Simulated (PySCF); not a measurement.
Stepwise substitution at one centre (Sn OH-C2H5). All species are isolated molecules in the gas phase. One relaxed conformer stands for each flexible species; it need not be the lowest. Strings in code marks are SMILES.

The S1–T1 gap (TDA) from two functionals at the same geometries (B3LYP-D3(BJ)/def2-SVP), both in PySCF: PBE-D3(BJ)/def2-TZVP and B3LYP-D3(BJ)/def2-TZVP. B3LYP has the VWN-RPA correlation part, as in Gaussian. Excitations are Tamm–Dancoff values on a coarser integration grid. The basis has no diffuse functions, so Rydberg states are missing or too high.

| species | PBE-D3(BJ)/def2-TZVP (eV) | B3LYP-D3(BJ)/def2-TZVP (eV) |
|---|---|---|
| 0 of 4 OH replaced by C2H5 (`[OH][Sn]([OH])([OH])[OH]`) | 0.38 | 0.49 |
| 1 of 4 OH replaced by C2H5 (`C[CH2][Sn]([OH])([OH])[OH]`) | 0.64 | 0.86 |
| 2 of 4 OH replaced by C2H5 | 0.61 | 0.84 |

Over these rows, drawn at random from the members with no instability flagged (it was tested for open shells, ions and some series alone), PBE minus B3LYP-D3(BJ): mean -0.19 eV, from -0.23 eV to -0.11 eV.
